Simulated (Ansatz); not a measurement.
A nudged elastic band was laid between two geometries of Cl2FHSi + H2 (7 atoms, charge 0, multiplicity 1).

All numbers below come from RKS PBE0-D4/def2-SVP in Ansatz.

```yaml
movable_images: 7
climbing_image: yes
spring: 5.0 eV/Å²
optimiser: quadratic models (default)
start_path: through a guess of the saddle point
force_threshold: 0.05 eV/Å
iteration_limit: 60
end_points: relaxed
```

Image 0:

```xyz
7
Properties=species:S:1:pos:R:3
Si -0.865 0.413 -0.571
F 0.616 1.014 -0.370
Cl -0.692 -1.407 -1.466
Cl -1.718 0.213 1.268
H -1.645 1.339 -1.412
H 2.046 -0.490 1.060
H 2.257 -1.081 1.491
```

Image 8:

```xyz
7
Properties=species:S:1:pos:R:3
Si -0.666 0.067 0.385
F 2.026 0.579 -0.643
Cl -0.157 -1.470 -0.931
Cl -2.554 -0.333 1.095
H -0.708 1.334 -0.374
H 1.780 -0.216 -1.055
H 0.279 0.037 1.521
```

(1) What changes between the two ends?

(2) Give the energies along the band, and the barrier.

(3) What is the geometry of the highest image?

## Answers

(1) Bonds broken: Si1–F2, H6–H7. Bonds formed: Si1–H7, F2–H6. Cl2FHSi + H2 becomes Cl2H2Si + FH.

(2) It converged. The highest image is number 4 of 0 to 8, 52.8 kcal/mol above the first end and 31.2 kcal/mol above the last; the last end lies 21.6 kcal/mol above the first. Neighbouring images differ by up to 1.2 eV, so the band resolves the path poorly. A vibrational analysis at the climbing image gives one clearly imaginary mode, 1056i cm⁻¹: a first-order saddle point. The orbitals stay closed-shell, which can raise the energy where a bond breaks towards radicals; this wasn't checked here.

```json
{"image": "0", "path coordinate (Å)": "0.00", "energy (kcal/mol)": "0.0", "Si1–F2 (Å)": "1.61", "H6–H7 (Å)": "0.76", "Si1–H7 (Å)": "4.03"}
{"image": "1", "path coordinate (Å)": "0.79", "energy (kcal/mol)": "0.3", "Si1–F2 (Å)": "1.61", "H6–H7 (Å)": "0.76", "Si1–H7 (Å)": "3.45"}
{"image": "2", "path coordinate (Å)": "1.57", "energy (kcal/mol)": "5.7", "Si1–F2 (Å)": "1.61", "H6–H7 (Å)": "0.76", "Si1–H7 (Å)": "2.84"}
{"image": "3", "path coordinate (Å)": "2.36", "energy (kcal/mol)": "24.4", "Si1–F2 (Å)": "1.65", "H6–H7 (Å)": "0.77", "Si1–H7 (Å)": "2.23"}
{"image": "4", "path coordinate (Å)": "3.14", "energy (kcal/mol)": "52.8", "Si1–F2 (Å)": "1.90", "H6–H7 (Å)": "0.99", "Si1–H7 (Å)": "1.68"}
{"image": "5", "path coordinate (Å)": "3.87", "energy (kcal/mol)": "30.9", "Si1–F2 (Å)": "2.47", "H6–H7 (Å)": "1.47", "Si1–H7 (Å)": "1.51"}
{"image": "6", "path coordinate (Å)": "4.59", "energy (kcal/mol)": "25.0", "Si1–F2 (Å)": "2.85", "H6–H7 (Å)": "2.11", "Si1–H7 (Å)": "1.49"}
{"image": "7", "path coordinate (Å)": "5.32", "energy (kcal/mol)": "23.3", "Si1–F2 (Å)": "2.89", "H6–H7 (Å)": "2.60", "Si1–H7 (Å)": "1.48"}
{"image": "8", "path coordinate (Å)": "6.05", "energy (kcal/mol)": "21.6", "Si1–F2 (Å)": "2.93", "H6–H7 (Å)": "2.99", "Si1–H7 (Å)": "1.48"}
```

(3) 
```xyz
7
Properties=species:S:1:pos:R:3:forces:R:3
Si -0.363 0.081 -0.118 -0.01 -0.01 0.01
F 1.363 0.592 -0.713 0.02 0.01 -0.03
Cl -0.513 -1.539 -1.355 0.00 0.00 0.00
Cl -1.753 -0.259 1.406 0.00 0.00 0.00
H -0.869 1.361 -0.643 0.00 0.01 0.00
H 1.361 0.070 0.363 -0.02 -0.01 0.02
H 0.775 -0.306 1.060 0.00 0.01 0.00
```

Time of the run: 66 s on 2 threads of AMD EPYC 9R45 96-Core Processor (Zen 5), on a shared host, peak memory 0.19 GiB.
